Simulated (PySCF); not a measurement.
```xyz
7

O     -0.2155     1.0637    -0.6038
B     -0.1033    -0.1965    -0.1188
S     -1.6118    -1.1345     0.2381
S      1.4731    -1.0476     0.2124
H      0.6115     1.5203    -0.7762
H     -2.4463    -0.1573    -0.1403
H      2.2872    -0.0531    -0.1670
```

Charge 0, multiplicity 1.

Task: Give the Mulliken and meta-Löwdin atomic charges from CAM-B3LYP-D3(BJ)/def2-TZVP in PySCF.

Result: 
```
atom  Mulliken (e)  meta-Löwdin (e)
----  ------------  ---------------
O1           -0.37            -0.50
B2            0.22             0.13
S3           -0.22            -0.09
S4           -0.20            -0.09
H5            0.32             0.36
H6            0.15             0.11
H7            0.12             0.08
```
